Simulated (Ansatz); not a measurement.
FH2In (`[F][InH2]`). The species carries charge 0 and has multiplicity 1. In takes the def2 core potential.

Cartesian coordinates in Å:
```
F 0.9604 0.9747 1.1183
In -0.1054 -0.1069 -0.1227
H -1.6364 0.5984 -0.3594
H 0.7814 -1.4662 -0.6363
```

(1) List the harmonic frequencies (cm⁻¹, unscaled) at PBE0-D4/def2-TZVP in Ansatz. (Estimate.)

(2) Is this a minimum?

(3) Give the ideal-gas thermochemistry at 298.15 K and 1 bar (rigid rotor, harmonic oscillator; point group C2v, symmetry number 2).

Results:

(1) Ansatz gave: 409, 541, 561, 600, 1879, 1892.

(2) Yes, all 6 modes are real.

(3) Zero-point energy 35.2 kJ/mol; H(298) − E = 47.3 kJ/mol; entropy 264.9 J/(mol·K), of which translation 170.1, rotation 84.5, vibration 10.3; G(298) − E = -31.7 kJ/mol.
